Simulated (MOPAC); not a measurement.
MOPAC input (PM7):

```
PM7 1SCF GEO-OK AUX(PRECISION=9) THREADS=1
BiF3

Bi    0.00044982 1   -0.00166659 1    0.25383416 1
F    -1.37167859 1   -1.02994141 1   -0.78467261 1
F    -0.21263127 1    1.70933239 1   -0.76874137 1
F     1.58016150 1   -0.66402128 1   -0.78750108 1
```

From the output:

```
                                                       MOPAC v23.2.5 Linux

          FINAL HEAT OF FORMATION =        -79.30726 KCAL/MOL =    -331.82160 KJ/MOL

          COSMO AREA              =        108.73 SQUARE ANGSTROMS
          COSMO VOLUME            =         98.88 CUBIC ANGSTROMS

          IONIZATION POTENTIAL    =         11.718648 EV
          HOMO LUMO ENERGIES (EV) =        -11.719 -2.563
          NO. OF FILLED LEVELS    =         13
          MOLECULAR WEIGHT        =        265.9756         POINT GROUP:  C3v

          MOLECULAR DIMENSIONS (Angstroms)

            Atom       Atom       Distance
            F     4    F     3     2.97444
            F     3    F     2     2.57594
            F     2   Bi     1     1.03416

          SCF CALCULATIONS        =          1

   ATOM   CHEMICAL          X               Y               Z
  NUMBER   SYMBOL      (ANGSTROMS)     (ANGSTROMS)     (ANGSTROMS)

     1      Bi          0.00044982  *  -0.00166659  *   0.25383416  *
     2       F         -1.37167859  *  -1.02994141  *  -0.78467261  *
     3       F         -0.21263127  *   1.70933239  *  -0.76874137  *
     4       F          1.58016150  *  -0.66402128  *  -0.78750108  *

                             CARTESIAN COORDINATES

   1   Bi        0.000449820    -0.001666590     0.253834160
   2    F       -1.371678590    -1.029941410    -0.784672610
   3    F       -0.212631270     1.709332390    -0.768741370
   4    F        1.580161500    -0.664021280    -0.787501080

           Empirical Formula: Bi F3  =     4 atoms

      MOLECULAR POINT GROUP   :   C3v

                  EIGENVALUES
 -38.06731 -38.06731 -37.70013 -22.49344 -14.45505 -14.45505 -14.43265 -13.86223
 -13.86223 -13.78944 -12.12686 -12.12686 -11.71865  -2.56331  -2.23233  -2.23233
  45.10515  45.10515  45.11050  45.54669  45.54669

              NET ATOMIC CHARGES AND DIPOLE CONTRIBUTIONS

  ATOM NO.   TYPE          CHARGE      No. of ELECS.   s-Pop       p-Pop       d-Pop
    1         Bi           0.928399        4.0716     1.99256     2.04154     0.03749
    2          F          -0.309466        7.3095     1.96875     5.34072
    3          F          -0.309466        7.3095     1.96875     5.34072
    4          F          -0.309466        7.3095     1.96875     5.34072
 DIPOLE           X         Y         Z       TOTAL
 POINT-CHG.     0.008    -0.030     4.612     4.612
 HYBRID         0.001    -0.005     0.716     0.716
 SUM            0.009    -0.035     5.327     5.327

          ATOMIC ORBITAL ELECTRON POPULATIONS

     Atom    s        px        py        pz      x^2-y^2     xz        z^2       yz        xy
    1 Bi   1.99256   0.63704   0.63704   0.76747   0.00872   0.00855   0.00321   0.00840   0.00860
    2  F   1.96875   1.68699   1.80740   1.84633
    3  F   1.96875   1.95581   1.53446   1.85045
    4  F   1.96875   1.59709   1.89804   1.84559

 **********************
 *                    *
 * JOB ENDED NORMALLY *
 *                    *
 **********************

 == MOPAC DONE ==
```

The geometry given is a B3LYP-D3(BJ)/def2-TZVP minimum.
